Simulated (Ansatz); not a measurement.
Reaction (formal exchange of groups at the Si–Cl bond): `SS[SiH2]Cl` + CH₄ → `C[SiH2]SS` + HCl

Program: Ansatz. Geometries: PBE0-D4/def2-TZVP. ΔE: electronic, gas phase. CBS: MP2 limit from def2 TZ/QZ plus the TZ coupled-cluster correction, frozen cores. This one scheme is used for every species. Functionals use def2-TZVPP. Each species was taken in one conformer, which may not be the lowest.

`SS[SiH2]Cl`:

```xyz
7

S     1.550    0.122    1.547
S    -0.055   -1.096    1.097
Si   -0.910    0.123   -0.424
Cl    0.295    0.207   -2.083
H     2.394   -0.340    0.606
H    -2.187   -0.522   -0.808
H    -1.088    1.506    0.064
```

CH₄:

Cartesian coordinates in Å:
```
C 0.000 0.000 0.000
H 0.447 0.855 -0.507
H 0.602 -0.262 0.870
H -0.039 -0.848 -0.684
H -1.010 0.255 0.321
```

`C[SiH2]SS`:

Z-matrix (Å, degrees):
```
C
Si 1 1.861
H 1 1.092 2 110.7
H 1 1.093 2 110.1 3 120.1
H 1 1.092 2 110.3 3 -120.3
S 2 2.151 1 112.2 3 61.0
H 2 1.487 1 110.9 3 -177.5
H 2 1.489 1 111.6 3 -55.0
S 6 2.065 2 98.3 1 60.8
H 9 1.346 6 98.1 2 88.4
```

HCl:

Cartesian coordinates in Å:
```
Cl 0.279 -0.575 0.022
H -0.279 0.575 -0.022
```

(1) Is it downhill or uphill in electronic energy at CCSD(T)/CBS, and by how much? (Estimate.)

(2) What do these levels give: revPBE-D4, r2SCANh-D4, r2SCAN0-D4, BHLYP, CAM-B3LYP, CCSD(T)/def2-SVP? (An estimate is asked.)

Largest T1 diagnostic among the species: 0.011.

## Answers

(1) The calculation gave: Uphill: ΔE = +23.8 kcal/mol.

(2) Computed: revPBE-D4 23.4, r2SCANh-D4 24.5, r2SCAN0-D4 24.4, BHLYP 24.8, CAM-B3LYP 24.0, CCSD(T)/def2-SVP 22.7 kcal/mol.

In def2-TZVPP, CCSD(T) changes the Hartree–Fock value by −2.7 kcal/mol (the triples alone add −0.0 kcal/mol) and MP2 by −1.4 kcal/mol. At CCSD(T), def2-SVP lies −1.1 kcal/mol from the extrapolated value and def2-TZVPP −1.0 kcal/mol. Leaving LDA and LC-ωPBE aside and taking each functional with its dispersion term where it has one, the values, not all of them listed here, spread over 1.6 kcal/mol, from revPBE-D4 to BHLYP-D4. LDA lies −1.4 kcal/mol from PBE without D4.
